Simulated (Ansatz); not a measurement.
`[OH][AlH][CH2]O[SiH3]` + HI → `[OH][AlH][I]` + `CO[SiH3]`  (ligand exchange at the Al–C bond)

Calculated with Ansatz (gas phase, PBE0-D4/def2-TZVP geometries, no zero-point term in ΔE). CBS: MP2 limit from def2 TZ/QZ plus the TZ coupled-cluster correction, frozen cores. DFT in def2-TZVPP. B3LYP here is the variant with VWN-RPA as its local correlation; programs differ in this. def2 core potentials past Kr. For I outer-core shells are correlated without core-valence functions, which leaves a few kJ/mol of doubt a bond. Each species was taken in one conformer, which may not be the lowest.

```tsv
level	ΔE (kcal/mol)	difference from CCSD(T)/CBS
B3LYP-D4	-41.2	1.3
ωB97X-V	-41.4	1.1
PBE	-39.9	2.6
r2SCAN	-41.7	0.8
B3LYP	-42.7	-0.2
CCSD/def2-TZVPP	-42.3	0.2
MP2/def2-QZVPP	-44.3	-1.8
HF/CBS(def2)	-49.8	-7.3
MP2/CBS(def2)	-44.9	-2.4
CCSD/CBS(def2)	-43.5	-1.0
CCSD(T)/CBS	-42.5	0
```

Largest T1 diagnostic among the species: 0.013.

The D4 term adds +1.4 kcal/mol with B3LYP and +0.8 kcal/mol with PBE0; it sums over pairs of atoms, weighted by their polarisabilities, and B3LYP, whose exchange is more repulsive, gets the larger term. From PBE to PBE0 (25 % exact exchange), in def2-TZVPP and without D4, ΔE moves by −2.2 kcal/mol.
